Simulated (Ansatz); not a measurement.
Consider the formal exchange of groups at the Si–C bond: `C[SiH2][SiH2]S` + `C=C` → `C=C[SiH2][SiH2]S` + CH₄.

Computed with Ansatz on PBE0-D4/def2-TZVP structures; ΔE is electronic, products minus reactants. CCSD(T)/CBS is the MP2 limit (def2-TZVPP, def2-QZVPP) plus CCSD(T) − MP2 in def2-TZVPP, frozen cores. This one scheme is used for every species. DFT in def2-TZVPP. B3LYP here is the variant with VWN-RPA as its local correlation; programs differ in this. One conformer a species, not always the lowest.

```csv
level,ΔE (kJ/mol)
B3LYP-D4,-11.9
ωB97M-V,-8.2
B3LYP,-6.0
SCS-MP2/def2-TZVPP,-10.6
CCSD/def2-TZVPP,-7.0
CCSD(T)/def2-TZVPP,-9.4
HF/def2-QZVPP,-1.7
CCSD/CBS(def2),-7.6
```

Task: What does CCSD(T)/CBS give? (Estimate.)

Result: The calculation gave: -9.9 kJ/mol. The listed levels differ from it by -2.0, 1.7, 3.9, -0.7, 2.9, 0.5, 8.2, 2.3 kJ/mol.

Largest T1 diagnostic among the species: 0.012.

The D4 term adds −5.9 kJ/mol with B3LYP and −3.5 kJ/mol with PBE0; it sums over pairs of atoms, weighted by their polarisabilities, and B3LYP, whose exchange is more repulsive, gets the larger term. In def2-TZVPP, CCSD(T) changes the Hartree–Fock value by −7.6 kJ/mol (the triples alone add −2.3 kJ/mol) and MP2 by −11.1 kJ/mol.
